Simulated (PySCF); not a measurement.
Isomers of C3H8O2Si. Computed with PBE0-D3(BJ)/def2-SVP geometry optimisation, gas phase (PySCF 2.14.0). One conformer each; no zero-point energy, no entropy. No frequencies were run at this level. Point groups hold within 0.08 Å.

Question: Rank from lowest to highest electronic energy at this level (kcal/mol).
A. `[CH2:1]=[CH:2][O:3][CH2:4][SiH2:5][OH:6]` with C1–C2–O3–C4 0°, C2–O3–C4–Si5 180°, O3–C4–Si5–O6 -54°, C4–Si5–O6–H 47°
B. `[O:1]=[C:2]([OH:3])[CH2:4][CH2:5][SiH3:6]` with O1–C2–O3–H -1°, O1–C2–C4–C5 -23°, C2–C4–C5–Si6 52°

Answer: B (0.0), A (18.1).

As drawn, the lower has a C=O bond and a C(=O)–O unit, which the higher lacks; the higher has an Si–O bond and a C=C bond outside aromatic rings, which the lower lacks.

| SMILES | E (Eh) | E rel (kcal/mol) | dipole (D) | point group | A, B, C (MHz) |
| --- | --- | --- | --- | --- | --- |
| O=C(O)CC[SiH3] | -558.38823 | 0.0 | 2.41 | C1 | 6093, 1676, 1389 |
| C=COC[SiH2]O | -558.35941 | 18.1 | 1.29 | C1 | 8005, 1322, 1214 |

Question: How do the relative energies change in single points at BLYP/pcSseg-1 (no added dispersion term) on the same geometries?

Answer: 
```csv
SMILES,PBE0-D3(BJ)/def2-SVP (kcal/mol),BLYP/pcSseg-1 (kcal/mol),shift
O=C(O)CC[SiH3],0.0,0.0,0.0
C=COC[SiH2]O,18.1,10.2,-7.9
```

Each column counts from its own lowest isomer. The order is unchanged; the largest shift is 7.9 kcal/mol.
